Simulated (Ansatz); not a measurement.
[Ga(OMe)H3]- (CH₆GaO⁻). Charge -1, multiplicity 1. Geometry PBE0-D4/def2-TZVPD.

```xyz
9

Ga   -0.581   -0.589   -1.140
O     0.289   -0.721    0.538
C     0.595    0.465    1.160
H    -0.292    1.105    1.347
H     1.307    1.092    0.586
H     1.062    0.281    2.145
H    -0.845   -2.105   -1.615
H     0.416    0.224   -2.132
H    -1.951    0.248   -0.890
```

B3LYP takes the VWN-RPA correlation.

Q: Estimate the orbital energies around the gap (eV) in Ansatz with r2SCANh-D4/def2-TZVPD, B3LYP-D4/def2-TZVPD, PBE0-D4/def2-SVPD, PBE0-D4/def2-TZVPD, ωB97X-V/def2-TZVPD.

A: 
| orbital | r2SCANh-D4/def2-TZVPD | B3LYP-D4/def2-TZVPD | PBE0-D4/def2-SVPD | PBE0-D4/def2-TZVPD | ωB97X-V/def2-TZVPD |
| --- | --- | --- | --- | --- | --- |
| HOMO−5 | -6.44 | -6.81 | -7.10 | -7.07 | -9.69 |
| HOMO−4 | -5.11 | -5.43 | -5.66 | -5.68 | -8.28 |
| HOMO−3 | -2.39 | -2.73 | -2.92 | -2.93 | -5.41 |
| HOMO−2 | -2.33 | -2.68 | -2.88 | -2.88 | -5.32 |
| HOMO−1 | -1.91 | -2.27 | -2.45 | -2.46 | -4.86 |
| HOMO | -1.28 | -1.68 | -1.86 | -1.87 | -4.28 |
| LUMO | 4.26 | 3.69 | 4.11 | 3.91 | 4.96 |
| LUMO+1 | 4.61 | 3.96 | 4.75 | 4.18 | 5.36 |
| LUMO+2 | 5.11 | 4.69 | 5.38 | 4.90 | 6.24 |
| LUMO+3 | 5.61 | 5.03 | 5.86 | 5.25 | 6.49 |
| LUMO+4 | 5.82 | 5.26 | 5.94 | 5.45 | 6.59 |
| LUMO+5 | 5.92 | 5.33 | 5.98 | 5.52 | 6.69 |
